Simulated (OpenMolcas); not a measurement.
## Cu⁵⁺: input and output

Input:

```
&GATEWAY
Coord
1

Cu 0.0 0.0 0.0
Basis=ANO-RCC-VTZP
Group=XYZ
NoMove
AngMom=0.0 0.0 0.0
AMFI
&SEWARD
* reference wave functions (RASSCF and RASSI steps not shown): 12 electrons in 8 orbitals (RAS1 3p, at most 2 holes; RAS2 3d)
>>> COPY JOB001 $Project.JobIph
&CASPT2
Multistate=5 1 2 3 4 5
Frozen=2 3
IPEA=0.0
Imaginary=0.1
MaxIter=60
WThr=0.0 0.3 0.05
PrWF=0.5
NoMix
>>> COPY JOB002 $Project.JobIph
&CASPT2
Multistate=45 1 2 3 4 5 6 7 8 9 10 11 12 13 14 15 16 17 18 19 20 21 22
23 24 25 26 27 28 29 30 31 32 33 34 35 36 37 38 39 40 41 42 43 44 45
Frozen=2 3
IPEA=0.0
Imaginary=0.1
MaxIter=60
WThr=0.0 0.3 0.05
PrWF=0.5
NoMix
>>> COPY JOB003 $Project.JobIph
&CASPT2
Multistate=44 1 2 3 4 5 6 7 8 9 10 11 12 13 14 15 16 17 18 19 20 21 22
23 24 25 26 27 28 29 30 31 32 33 34 35 36 37 38 39 40 41 42 43 44
Frozen=2 3
IPEA=0.0
Imaginary=0.1
MaxIter=60
WThr=0.0 0.3 0.05
PrWF=0.5
NoMix
```

Launched by
```bash
OMP_NUM_THREADS=1 MOLCAS_MEM=1689 MOLCAS_PROJECT=a pymolcas a.inp > a.log  # once for each step of the input, in one work folder
```

Output, cut to the results:

```
--- CASPT2 ---
Orbital specifications:
      -----------------------

      Symmetry species                           1   2
                                                ag  au
      Frozen orbitals                            2   3
      Inactive orbitals                          1   0
      Active orbitals                            5   3
      Secondary orbitals                        22  23
      Deleted orbitals                           0   0
      Number of basis functions                 30  29
Type of calculation                        MS-CASPT2
      Fock operator                              state-specific
      IPEA shift                                 0.00
      Real shift                                 0.00
      Imaginary shift                            0.10
      The input orbitals will be transformed to quasi-canonical
Reference energy:       -1646.0861784593
      E2 (Non-variational):      -0.4404481094
      Shift correction:          -0.0000306052
      E2 (Variational):          -0.4404787146
      Total energy:           -1646.5266571739
      Residual norm:              0.0000002271
      Reference weight:           0.96780
      Contributions to the CASPT2 correlation energy
      Active & Virtual Only:         -0.3744210299
      One Inactive Excited:          -0.0624792737
      Two Inactive Excited:          -0.0035478058
Reference energy:       -1646.0861784593
      E2 (Non-variational):      -0.4404481339
      Shift correction:          -0.0000306056
      E2 (Variational):          -0.4404787395
      Total energy:           -1646.5266571988
      Residual norm:              0.0000002271
      Reference weight:           0.96780
      Contributions to the CASPT2 correlation energy
      Active & Virtual Only:         -0.3744210456
      One Inactive Excited:          -0.0624792830
      Two Inactive Excited:          -0.0035478053
::    CASPT2 Root  1     Total energy:  -1646.52665717
::    CASPT2 Root  2     Total energy:  -1646.52665720
::    CASPT2 Root  3     Total energy:  -1646.52665679
::    CASPT2 Root  4     Total energy:  -1646.52665540
::    CASPT2 Root  5     Total energy:  -1646.52665718
::    MS-CASPT2 Root  1     Total energy:  -1646.52665779
::    MS-CASPT2 Root  2     Total energy:  -1646.52665720
::    MS-CASPT2 Root  3     Total energy:  -1646.52665719
::    MS-CASPT2 Root  4     Total energy:  -1646.52665634
::    MS-CASPT2 Root  5     Total energy:  -1646.52665522
--- CASPT2 ---
Orbital specifications:
      -----------------------

      Symmetry species                           1   2
                                                ag  au
      Frozen orbitals                            2   3
      Inactive orbitals                          1   0
      Active orbitals                            5   3
      Secondary orbitals                        22  23
      Deleted orbitals                           0   0
      Number of basis functions                 30  29
Type of calculation                        MS-CASPT2
      Fock operator                              state-specific
      IPEA shift                                 0.00
      Real shift                                 0.00
      Imaginary shift                            0.10
      The input orbitals will be transformed to quasi-canonical
Reference energy:       -1645.9424186421
      E2 (Non-variational):      -0.4487365378
      Shift correction:          -0.0000346732
      E2 (Variational):          -0.4487712110
      Total energy:           -1646.3911898531
      Residual norm:              0.0000000839
      Reference weight:           0.96587
      Contributions to the CASPT2 correlation energy
      Active & Virtual Only:         -0.3729143136
      One Inactive Excited:          -0.0712394369
      Two Inactive Excited:          -0.0045827873
Reference energy:       -1645.9424186421
      E2 (Non-variational):      -0.4487365378
      Shift correction:          -0.0000346732
      E2 (Variational):          -0.4487712110
      Total energy:           -1646.3911898531
      Residual norm:              0.0000000839
      Reference weight:           0.96587
      Contributions to the CASPT2 correlation energy
      Active & Virtual Only:         -0.3729143136
      One Inactive Excited:          -0.0712394369
      Two Inactive Excited:          -0.0045827873
::    CASPT2 Root  1     Total energy:  -1646.39118985
::    CASPT2 Root  2     Total energy:  -1646.39118985
::    CASPT2 Root  3     Total energy:  -1646.39118985
::    CASPT2 Root  4     Total energy:  -1646.39158442
::    CASPT2 Root  5     Total energy:  -1646.39167821
::    CASPT2 Root  6     Total energy:  -1646.39153813
::    CASPT2 Root  7     Total energy:  -1646.39162600
::    CASPT2 Root  8     Total energy:  -1646.39155135
::    CASPT2 Root  9     Total energy:  -1646.39165349
::    CASPT2 Root 10     Total energy:  -1646.39157078
::    CASPT2 Root 11     Total energy:  -1646.39145386
::    CASPT2 Root 12     Total energy:  -1646.39166605
::    CASPT2 Root 13     Total energy:  -1646.39165708
::    CASPT2 Root 14     Total energy:  -1646.39164344
::    CASPT2 Root 15     Total energy:  -1646.38041003
::    CASPT2 Root 16     Total energy:  -1646.38049005
::    CASPT2 Root 17     Total energy:  -1646.38056525
::    CASPT2 Root 18     Total energy:  -1646.38048225
::    CASPT2 Root 19     Total energy:  -1646.38059947
::    CASPT2 Root 20     Total energy:  -1646.38056359
::    CASPT2 Root 21     Total energy:  -1646.38045131
::    CASPT2 Root 22     Total energy:  -1646.36007583
::    CASPT2 Root 23     Total energy:  -1646.36045790
::    CASPT2 Root 24     Total energy:  -1646.36010695
::    CASPT2 Root 25     Total energy:  -1646.36009815
::    CASPT2 Root 26     Total energy:  -1646.36009927
::    CASPT2 Root 27     Total energy:  -1646.36027597
::    CASPT2 Root 28     Total energy:  -1646.36025228
::    CASPT2 Root 29     Total energy:  -1646.36009834
...
```

Levels above the lowest, from the spin-orbit matrix with the multistate effective Hamiltonian, averaged by term, added to it:

| Configuration | Term | J | E (cm⁻¹) | Measured (cm⁻¹) | g | Term weight % | Second |
| --- | --- | --- | --- | --- | --- | --- | --- |
| 3d⁶ | ⁵D | 4 | 0.0 | 0.0 | 1.500 | 100 |  |
| 3d⁶ | ⁵D | 3 | 1154 | 1196 | 1.500 | 100 |  |
| 3d⁶ | ⁵D | 2 | 1923 | 1987 | 1.501 | 100 |  |
| 3d⁶ | ⁵D | 1 | 2410 | 2490 | 1.501 | 99 |  |
| 3d⁶ | ⁵D | 0 | 2650 | 2733 |  | 99 |  |
| 3d⁶ | ³P(1) | 2 | 29210 | 29285 | 1.499 | 99 |  |
| 3d⁶ | ³H | 6 | 30220 | 30418 | 1.166 | 99 |  |
| 3d⁶ | ³H | 5 | 30720 | 31009 | 1.040 | 96 | 4 ³G |
| 3d⁶ | ³H | 4 | 30960 | 31288 | 0.852 | 85 | 8 ³F(1) |
| 3d⁶ | ³P(1) | 1 | 32570 | 32685 | 1.498 | 99 |  |
| 3d⁶ | ³F(1) | 4 | 32600 | 32756 | 1.192 | 84 | 11 ³H |
| 3d⁶ | ³F(1) | 3 | 33120 | 33296 | 1.068 | 95 | 5 ³G |
| 3d⁶ | ³F(1) | 2 | 33560 | 33740 | 0.668 | 99 |  |
| 3d⁶ | ³P(1) | 0 | 33790 | 33868 |  | 97 | 2 ¹S |
| 3d⁶ | ³G | 5 | 37380 | 37378 | 1.194 | 96 | 4 ³H |
| 3d⁶ | ³G | 4 | 38420 | 38469 | 1.056 | 92 | 6 ³F(1) |
| 3d⁶ | ³G | 3 | 38790 | 38907 | 0.767 | 95 | 5 ³F(1) |
| 3d⁶ | ¹I | 6 | 46480 | 46406 | 1.001 | 99 |  |
| 3d⁶ | ³D | 2 | 46990 | 46714 | 1.165 | 97 | 2 ¹D |
| 3d⁶ | ³D | 1 | 47020 | 46848 | 0.503 | 100 |  |
| 3d⁶ | ³D | 3 | 47370 | 47119 | 1.333 | 99 |  |
| 3d⁶ | ¹G(1) | 4 | 48060 | 47612 | 1.002 | 97 |  |
| 3d⁶ | ¹S | 0 | 54020 | 53787 |  | 97 | 2 ³P(1) |
| 3d⁶ | ¹D | 2 | 56150 | 54747 | 1.004 | 97 | 2 ³D |

Against the 23 measured excited levels shown (Sugar and Musgrove, J. Phys. Chem. Ref. Data 19, 527 (1990)) the mean absolute deviation is 210 cm-1; the largest miss in energy is 3d⁶ ¹D₂: computed 56150, measured 54747 cm⁻¹ (+2.6 %), and the largest in proportion 3d⁶ ⁵D₃ (-3.5 %).

CASPT2 breaks the degeneracy within a term, and the mean is taken; among the terms shown or strongly mixed into the levels shown the widest spread is 720 cm-1 (3d⁶ ¹I). Active for correlation alone: 3p; no level in the range computed is led by a configuration that opens it, so any true level of that kind is missing. The CASPT2 spread within a term exceeds the gap to the next term for 3d⁶ ³P(1) and 3d⁶ ³H, 3d⁶ ³D and 3d⁶ ¹G(1), so the order of their levels is uncertain. Computed and measured levels are paired by configuration, term and J; levels that our copy of the source lacks, or whose pairing is in doubt (as where it misses far off the trend of its configuration), stay unpaired and out of the deviations. Levels of configurations outside the active space are missing. The first state left out of the spin-orbit step lies near 130000 cm-1 above the lowest spin-free state of the reference (among the parities and spins computed), and the list stops at four fifths of that energy or lower. The table shows the lowest 24 of 32 levels.

The term weight is that of the spin-free term in the level, not the purity of its configuration. A number in round brackets counts repeated terms of one configuration in the order of the reference energies.
